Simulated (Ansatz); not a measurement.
A run for Ansatz (a first-principles code): R-r2SCAN/def2-TZVPP on SiH4 (SMILES [SiH4]).

Ansatz 0.2 input:
```yaml
crystal:
  periodic: [false, false, false]
  atoms:
    - {symbol: Si, position_ang: [0.00000000, -0.00000000, -0.00000000]}
    - {symbol: H, position_ang: [0.85467615, 0.85467615, 0.85467615]}
    - {symbol: H, position_ang: [-0.85467615, -0.85467615, 0.85467615]}
    - {symbol: H, position_ang: [-0.85467615, 0.85467615, -0.85467615]}
    - {symbol: H, position_ang: [0.85467615, -0.85467615, -0.85467615]}
basis:
  gaussian:
    orbitals: def2-TZVPP
hamiltonian:
  xc: {name: r2SCAN}
scf: {lower_state_search: off}
```

Program output:

```
WARN ansatz: RAYON_NUM_THREADS=4 ignored (pool sized by the plan → 4); use --threads N
Functional definition: r2SCAN
these checks for a lower state are left out or cut short: stability, starts, cluster_reference, orbital_swaps, neighbouring_geometries, increment
integrals: 0.02 GiB planned
524 factors; their error is unknown
mean field: 0.24 GiB planned
mean field evaluation 1: about -7941.2587 eV, gradient 1.2e1 eV
mean field evaluation 2: about -7941.6589 eV, gradient 6.2e0 eV
mean field evaluation 4: about -7941.7750 eV, gradient 8.4e-2 eV
mean field evaluation 8: about -7941.7574 eV, gradient 1.5e-3 eV
mean field -7941.75744706 eV, -291.8542030630 hartree, gradient 7.8e-7 eV, S^2 0.000000; 0 other end points of the search recorded, 0 dependent functions left out
reference -7941.75745766 eV, -291.8542034523 hartree; 9, 9 occupied and 89, 89 virtual orbitals, 524 factors
Total energy: -7941.75745766 eV, -291.8542034523 hartree
Checks for a lower state left out: stability, starts, cluster_reference, orbital_swaps, neighbouring_geometries, increment
```

The calculation finished and met its thresholds.

Cost: around 1.2 core-seconds (rough).
